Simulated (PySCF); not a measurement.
Computed spectra and the visible range. Vertical TDDFT excitations of isolated species (PySCF; the level stands beside each; core orbitals frozen in the response), one conformer each, no solvent.

1. `P(=C=C(C)C)C#CC`
2. `CC#CP1C=CCC1`
3. `C=C1C=C(Cl)C=C1C#N`
4. `[CH3][Be][F]`
5. `Cc1ccpcc1C`
6. `COC1=CC(=O)C=CC1=O`
7. `O->[Si](<-O)(Cl)(Cl)(Cl)Cl`

Question: For which of them does the calculation put a singlet between 380 and 750 nm?

Answer: 6.

1. (PBE0/def2-SVPD on a GFN2-xTB geometry) 297 nm (f 0.003); 271 nm (f 0.002); 266 nm (f 0.252); 249 nm (f 0.001); 217 nm (f 0.005).
2. (PBE0/def2-SVPD on a GFN2-xTB geometry) 254 nm (f 0.014); 222 nm (f 0.031); 214 nm (f 0.018); 206 nm (f 0.052); 201 nm (f 0.015).
3. (wB97X-D/def2-SVPD on a GFN2-xTB geometry) 369 nm (f 0.039); 248 nm (f 0.331); 217 nm (f 0.000); 211 nm (f 0.000); 193 nm (f 0.117). No computed singlet lies in the visible range (380 to 750 nm); the lowest, at 369 nm, stands 0.10 eV above its violet end (3.26 eV); a Tamm–Dancoff triplet lies at 569 nm, without intensity as long as spin–orbit coupling is left out.
4. (CAM-B3LYP/def2-SVPD on a PBE0-D3(BJ)/def2-SVP geometry) 158 nm (f 0.124); 150 nm (f 0.127 summed over 2 states); 133 nm (f 0.000); 127 nm (f 0.142 summed over 2 states); 127 nm (f 0.003 summed over 2 states).
5. (wB97X-D/def2-SVPD on a PBE0-D3(BJ)/def2-SVP geometry) 260 nm (f 0.004); 244 nm (f 0.165); 238 nm (f 0.018); 214 nm (f 0.000); 207 nm (f 0.298).
6. (wB97X-D/def2-SVPD on a PBE0-D3(BJ)/def2-SVP geometry) 419 nm (f 0.000); 391 nm (f 0.001); 387 nm (f 0.042); 247 nm (f 0.287); 201 nm (f 0.000). 3 computed singlets (S1 to S3) lie in the visible range (380 to 750 nm), the largest f among them at 387 nm, f = 0.042; light of that wavelength is violet, and its complementary colour is yellow-green; a Tamm–Dancoff triplet lies at 562 nm, without intensity as long as spin–orbit coupling is left out.
7. (wB97X-D/def2-SVPD on a PBE0-D3(BJ)/def2-SVP geometry) 215 nm (f 0.000); 185 nm (f 0.048); 184 nm (f 0.051); 183 nm (f 0.001); 179 nm (f 0.001).
